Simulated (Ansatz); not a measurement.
Born–Oppenheimer molecular dynamics of C3H10O3Si (17 atoms, charge 0, multiplicity 1). It starts from a relaxed structure.

Level of theory: Ansatz 0.2.0, RKS PBE0-D4/STO-3G.

```json
{
  "ensemble": "NVT, Nosé–Hoover chain",
  "time step": "0.5 fs",
  "steps asked": "250",
  "set temperature": "300 K",
  "thermostat": "time constant 20 fs, chain length 5",
  "seed": "318731"
}
```

First frame:

```xyz
17
Properties=species:S:1:pos:R:3
Si -0.022 -0.166 -0.451
H -0.081 -0.105 1.005
O 1.541 -0.002 -1.102
C 2.412 -1.047 -0.600
H 2.064 -2.070 -0.855
H 3.403 -0.907 -1.067
H 2.555 -1.009 0.501
O -0.806 1.161 -1.176
C -2.129 1.363 -0.621
H -2.146 1.425 0.488
H -2.511 2.324 -1.010
H -2.855 0.577 -0.919
O -0.618 -1.677 -0.976
C -1.593 -2.239 -0.067
H -1.285 -2.211 1.000
H -2.587 -1.747 -0.132
H -1.738 -3.301 -0.342
```

Problem. What does the run give?

Solution. The run went to its last step.

```
steps done                                               : 250
time covered                                             : 125 fs
mean temperature over the second half                    : 307 K
spread of the potential energy over the second half      : 8.0 meV per atom
mean potential energy of the second half above the start : 38.5 meV per atom
```

The conserved energy stayed within 0.59 meV per atom of its start (net change 0.49 meV per atom), so the integration is sound. A run of 0.12 ps of so small a system gives no equilibrium averages. Limits of this set-up: minimal basis.

Problem. What happens to the structure?

Solution. The same pairs are bonded in the first frame and the last. Pairs count as bonded within 1.25 times the sum of covalent radii (0.12 Å more for H–H). The details hang on the random start.

Problem. How do temperature and energy run in time?

Solution. 
| time (fs) | T (K) | potential energy less start (eV) | conserved less start (meV/atom) |
| --- | --- | --- | --- |
| 0 | 300 | 0.000 | 0.00 |
| 10 | 251 | 0.125 | 0.02 |
| 20 | 285 | 0.172 | 0.03 |
| 30 | 316 | 0.207 | 0.05 |
| 40 | 373 | 0.176 | 0.07 |
| 50 | 321 | 0.363 | 0.13 |
| 60 | 297 | 0.522 | 0.21 |
| 70 | 363 | 0.487 | 0.28 |
| 80 | 347 | 0.589 | 0.38 |
| 90 | 315 | 0.691 | 0.48 |
| 100 | 254 | 0.811 | 0.54 |
| 110 | 277 | 0.748 | 0.56 |
| 120 | 263 | 0.718 | 0.53 |

Run time: 21 min on 1 thread of Arm Neoverse V1, with other jobs on the host, peak memory 0.14 GiB.
